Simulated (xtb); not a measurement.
C2H6F2OSi, SMILES COC(F)(F)[SiH3]. All values are semi-empirical tight-binding results from xtb (GFN2-xTB unless named), good for trends rather than for accurate numbers. Geometry: GFN2-xTB. The structure was generated by enumeration, and PubChem lists no compound with its InChIKey, so it may never have been made. One conformer was computed; it need not be the lowest.

```
Property                                         Result
----------------------------------------  -------------
point group as xtb finds it                          Cs
orbital gap                                     5.59 eV
dipole moment                                    2.03 D
zero-point energy                         47.2 kcal/mol
G − E(el) at 298.15 K (modified RRHO)     26.6 kcal/mol
static polarisability (D4 model)             63.1 bohr³
solvation energy, GFN2-xTB/ALPB(water)    -3.6 kcal/mol
solvation energy, GFN2-xTB/ALPB(octanol)  -4.2 kcal/mol
```
